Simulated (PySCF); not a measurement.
Molecule: SMILES C#C[C@@H]1C[C@]12C[C@@H]2F, C7H7F.

Bonds (- single, = double, # triple, : aromatic): C1#C2, C2-C3, C3-C4, C4-C5, C5-C6, C6-C7, C7-F8, C5-C3, C7-C5. C1 carries H9; C3 carries H10; C4 carries H11, H12; C6 carries H13, H14; C7 carries H15. Stereochemistry as in C#C[C@@H]1C[C@]12C[C@@H]2F. H12 is cis to C2 on the ring; H14 is cis to F8 on the ring; H11 is trans to C2 on the ring; H13 is trans to F8 on the ring.

Frames of a GFN2-xTB Langevin trajectory at 400 K; GIAO PBE0/pcSseg-1 shieldings in PySCF, gas phase, non-relativistic; equivalent atoms averaged within each frame.

Scale: 13C (σ = 186.93 ppm) and 1H (σ = 31.72 ppm) against TMS; 19F (σ = 170.95 ppm) vs CFCl3 (reference shieldings calculated alike). The references are static minima.

Question: How do the shifts (ppm) fluctuate along the trajectory?

Answer: 
| time (fs) | C2 | C7 | C1 | C5 | C6 | C4 | C3 | F8 | H15 | H11 |
| --- | --- | --- | --- | --- | --- | --- | --- | --- | --- | --- |
| optimised geometry | 90.0 | 79.0 | 72.9 | 23.7 | 14.8 | 20.2 | 10.1 | -233.8 | 4.82 | 1.27 |
| 250 | 91.0 | 84.9 | 71.1 | 30.8 | 19.2 | 13.2 | 2.5 | -227.0 | 5.24 | 1.53 |
| 425 | 92.7 | 75.6 | 76.2 | 20.7 | 10.6 | 23.6 | 14.6 | -217.3 | 4.80 | 2.40 |
| 625 | 94.0 | 70.7 | 79.2 | 34.9 | 24.6 | 30.4 | 10.6 | -226.6 | 4.41 | 1.58 |
| 800 | 91.1 | 74.1 | 75.1 | 30.4 | 15.7 | 18.5 | 10.5 | -248.2 | 5.22 | 0.42 |
| 1000 | 92.7 | 83.2 | 83.3 | 29.6 | 15.1 | 20.9 | 17.0 | -229.4 | 5.81 | 1.83 |
| mean of frames | 92.3 | 77.7 | 77.0 | 29.3 | 17.0 | 21.3 | 11.1 | -229.7 | 5.10 | 1.55 |
| standard deviation | 1.2 | 6.1 | 4.6 | 5.2 | 5.2 | 6.3 | 5.5 | 11.3 | 0.53 | 0.72 |

5 frames give an uncertainty of the mean of about the standard deviation over 2.2 at best, since frames this close in time may not be independent; classical motion lacks zero-point vibration, and the reference would need the same averaging.
